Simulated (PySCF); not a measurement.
Compound: C6H16BN.
Numbering: `[CH3:1][N:2]([CH3:3])[BH:4][C:5]([CH3:6])([CH3:7])[CH3:8]` (hydrogens: H9, H10, H11 on C1; H12, H13, H14 on C3; H15 on B4; H16, H17, H18 on C6; H19, H20, H21 on C7; H22, H23, H24 on C8)

Structure used (PBE0-D3(BJ)/def2-SVP), in Å, numbered top down from 1:
```xyz
24
C6H16BN angstrom
C      3.0847    0.5372   -1.7316
N      1.9598   -0.3711   -1.7014
C      2.3793   -1.7472   -1.5825
B      0.6423    0.0990   -1.7778
C     -0.7073   -0.7682   -1.7427
C     -0.8363   -1.5410   -0.4219
C     -0.7870   -1.7353   -2.9329
C     -1.8937    0.2006   -1.8413
H      3.7559    0.3117   -2.5801
H      3.6860    0.4570   -0.8076
H      2.7317    1.5705   -1.8298
H      2.9591   -1.9049   -0.6552
H      3.0302   -2.0348   -2.4277
H      1.5218   -2.4258   -1.5673
H      0.5464    1.3076   -1.8759
H     -1.8092   -2.0616   -0.3721
H     -0.0533   -2.3030   -0.2911
H     -0.7827   -0.8647    0.4466
H     -1.7504   -2.2755   -2.9272
H     -0.7190   -1.1978   -3.8925
H      0.0105   -2.4937   -2.9266
H     -1.9039    0.9115   -0.9998
H     -1.8538    0.7934   -2.7688
H     -2.8535   -0.3452   -1.8313
```

Level: PBE0/pcSseg-1 in PySCF, non-relativistic, on one gas-phase PBE0-D3(BJ)/def2-SVP geometry that isn't relaxed in the solvent. The solvent is an IEF-PCM continuum (van der Waals radii × 1.2). The model holds no explicit solvent molecules, cavitation or dispersion.

Gas phase at PBE0/pcSseg-1: HOMO -7.23 eV, LUMO 0.48 eV, dipole 1.87 D.

**Question.** What does the continuum do to the energy, the frontier levels and the dipole at PBE0/pcSseg-1 in cyclohexane and dichloromethane?

**Answer.** 
```tsv
solvent	ε	E(solvent) − E(gas) (kcal/mol)	polarisation term (kcal/mol)	distortion of the solute (kcal/mol)	HOMO (eV)	LUMO (eV)	dipole (D)
cyclohexane	2.017	-0.70	-0.74	0.04	-7.15	0.51	2.10
dichloromethane	8.93	-1.57	-1.78	0.21	-7.11	0.49	2.39
```

The polarisation term is half the interaction of the solute with the surface charges that it induces; the rest is the cost of distorting the solute's density. The sum is the electrostatic part of solvation alone. From cyclohexane to dichloromethane the lowering changes by a factor 2.24, Onsager's factor (ε − 1)/(2ε + 1) by 2.08 and ε itself by 4.4.

**Question.** Which radius a makes the point-dipole formula ΔE = −[(ε − 1)/(2ε + 1)]·μ²/a³ give the value in dichloromethane, with the gas-phase dipole?

**Answer.** μ = 0.737 au and |ΔE| = 0.00250 Eh give a = 2.38 Å; the farthest nucleus lies 3.60 Å from the centroid of the nuclei, so such a sphere wouldn't even hold the nuclei. The formula assumes a rigid point dipole at the centre of a sphere.

**Question.** Give the dipole vector in the frame of the coordinates (D, pointing from negative to positive charge), gas and dichloromethane.

**Answer.** Gas (1.72, -0.74, 0.11), solvent (2.14, -1.06, 0.15). Its length changes by +28 % and its direction by 3°.

**Question.** Which ESP-fitted charges (PBE0/pcSseg-1) respond most in cyclohexane (means over atoms taken as equivalent)?

**Answer.** 
```json
{"atoms": "C5", "environment": "sp3 carbon bound to boron", "gas (e)": "+0.808", "solvent (e)": "+0.826", "change": "+0.018"}
{"atoms": "C6/C7/C8", "environment": "methyl carbon", "gas (e)": "-0.574", "solvent (e)": "-0.583", "change": "-0.009"}
{"atoms": "B4", "environment": "three-coordinate boron", "gas (e)": "-0.230", "solvent (e)": "-0.237", "change": "-0.007"}
{"atoms": "C1/C3", "environment": "N-methyl carbon", "gas (e)": "-0.419", "solvent (e)": "-0.424", "change": "-0.005"}
{"atoms": "H15", "environment": "B–H hydrogen", "gas (e)": "-0.062", "solvent (e)": "-0.067", "change": "-0.005"}
{"atoms": "H9 (×6)", "environment": "methyl hydrogen", "gas (e)": "+0.135", "solvent (e)": "+0.139", "change": "+0.004"}
{"atoms": "N2", "environment": "boron-bound nitrogen", "gas (e)": "+0.187", "solvent (e)": "+0.185", "change": "-0.002"}
{"atoms": "H16 (×9)", "environment": "methyl hydrogen", "gas (e)": "+0.116", "solvent (e)": "+0.117", "change": "+0.001"}
```

**Question.** How do the nuclear quadrupole coupling constants eQVzz/h respond in cyclohexane?

**Answer.** 
| nucleus | Q (barn) | gas (MHz) | solvent (MHz) | η gas | η solvent |
| --- | --- | --- | --- | --- | --- |
| 14N at N2 | 0.02044 | -3.27 | -3.19 | 0.80 | 0.80 |
| 11B at B4 | 0.04059 | 3.83 | 3.79 | 0.19 | 0.20 |

On Arm Neoverse V1, one thread, shared host, this took 38 s wall and 1.3 GiB of memory at its peak. This is the whole shielding run at PBE0/pcSseg-1 in dichloromethane, SCF included.
